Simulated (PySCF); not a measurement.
Job for PySCF: R-HF/STO-3G on BH5P2 (SMILES PBP), a point of a torsion scan.

```python
from pyscf import gto, scf, dft, mp
from pyscf.data.elements import chemcore

mol = gto.M(
    atom='''
    P     1.81600796   -0.06735072   -0.22592308
    B     0.11551486   -0.78998002    0.05648574
    P    -1.09349323   -0.98305570   -1.34980842
    H     1.51657742    1.18954114   -0.71550594
    H     2.11566663    0.37188304    1.04825161
    H    -0.06669082   -1.42732822    1.02385630
    H    -1.07338381    0.26457902   -1.94425222
    H    -2.29374481   -0.80301252   -0.69401248
    ''',
    basis='sto-3g',
    charge=0, spin=0, verbose=3, max_memory=1800)
mf = scf.RHF(mol)
mf.conv_tol = 1e-8
mf.max_cycle = 100
mf.kernel()
if not mf.converged:
    mf = mf.newton().run(mf.mo_coeff, mf.mo_occ)
```

The log:

```
converged SCF energy = -701.101717406253
```

The run converged.

Cost: around 0.21 core-seconds (rough).
